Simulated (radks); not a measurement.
Values are calculated unless marked as measured or tabulated.
Valence configurations of the sulfur ion S2+ (all share [Ne]). Level of theory: non-relativistic Kohn-Sham, TPSS, spin-polarised, spherical densities, point nucleus; open shells are filled with parallel spins first; meta-GGA in the generalised Kohn-Sham scheme (a radial shooting solver on a logarithmic mesh with Libxc functionals). Energies are relative to 3s2 3p2; eigenvalues in eV for spin up.

valence      E (eV)  moment (Bohr magnetons)    e(3p)    e(3s)
3s2 3p2       0.000                        2  -29.162  -40.777
3s1.5 3p2.5   3.745                        3  -29.830  -41.538
3s1 3p3       6.913                        4  -30.291  -42.015
3s0.5 3p3.5  15.222                        3  -30.394  -42.119
3p4          23.008                        2  -30.251        -

NIST lists [Ne] 3s2 3p2 as the ground configuration; this level of theory agrees among the configurations tried. The energies are those of spherical high-spin densities, not of single terms.
